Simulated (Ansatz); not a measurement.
Start from `[NH2][W](=[O])(=[O])[OH]` and change one atom or group to get `[O]=[W](=[O])([OH])[Cl]`.

Ansatz, PBE0-D4/def2-TZVP geometries, multiplicity 1. Each molecule was computed in one conformer, which needn't be the lowest.

Elements past krypton have def2 core potentials.

```
                                          property  `[NH2][W](=[O])(=[O])[OH]`
              HOMO–LUMO gap (PBE0/def2-TZVPP) / eV                        7.22
                 LUMO energy (PBE/def2-TZVPP) / eV                       -2.18
             HOMO–LUMO gap (B3LYP/def2-TZVPP) / eV                        6.72
               HOMO–LUMO gap (PBE/def2-TZVPP) / eV                        4.90
size of the dipole moment (ωB97M-V/def2-TZVPP) / D                        4.02
  size of the dipole moment (B3LYP/def2-TZVPP) / D                        4.02
```

Question: What does the change do to each property? (Estimate.)

Answer: Computed: 
| property | `[O]=[W](=[O])([OH])[Cl]` | shift |
| --- | --- | --- |
| HOMO–LUMO gap (PBE0/def2-TZVPP) / eV | 6.97 | -0.25 |
| LUMO energy (PBE/def2-TZVPP) / eV | -3.09 | -0.91 |
| HOMO–LUMO gap (B3LYP/def2-TZVPP) / eV | 6.46 | -0.26 |
| HOMO–LUMO gap (PBE/def2-TZVPP) / eV | 4.61 | -0.29 |
| size of the dipole moment (ωB97M-V/def2-TZVPP) / D | 3.19 | -0.83 |
| size of the dipole moment (B3LYP/def2-TZVPP) / D | 3.18 | -0.84 |

With PBE0 the HOMO falls by 0.78 eV and the LUMO falls by 1.03 eV, so the gap narrows by about 0.25 eV. PBE moves the HOMO by -0.62 eV and ωB97M-V by -0.81 eV. The zero-point energy changes by -63.1 kJ/mol with -6 modes. Dipoles are sizes alone; their direction can turn.

B3LYP here is the variant with VWN-RPA as its local correlation; programs differ in this.
